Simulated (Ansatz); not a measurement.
Basis-set extrapolation for C₂H₉BClP, SMILES `C[B-](C)([PH3+])Cl` (PBE0-D4/def2-TZVP geometry, frozen core, the Gaussian-basis code of Ansatz). Multiplicity 1, RHF reference.

```
                      def2-TZVPP   def2-QZVPP
                 HF  -905.999078  -906.026877
    MP2 correlation    -0.838819    -0.900590
CCSD(T) correlation    -0.945392      not run
```

Energies in hartree. Use E(X) = E(∞) + A·exp(−7.88·√X) for Hartree–Fock and E(X) = E(∞) + B·X^(−2.97) for correlation, with X = 3 and 4, and add CCSD(T) minus MP2 of the smaller set to the MP2 limit.

What is the CCSD(T) energy at the basis-set limit?

HF limit: -906.026877 + (-0.027799) × 0.13774 = -906.03071. MP2 limit: -0.900590 + (-0.061771) × 0.74074 = -0.94635. Higher-order term: -0.945392 − (-0.838819) = -0.10657. Total: -907.08363 hartree, 87.3 kcal/mol below CCSD(T)/def2-TZVPP.
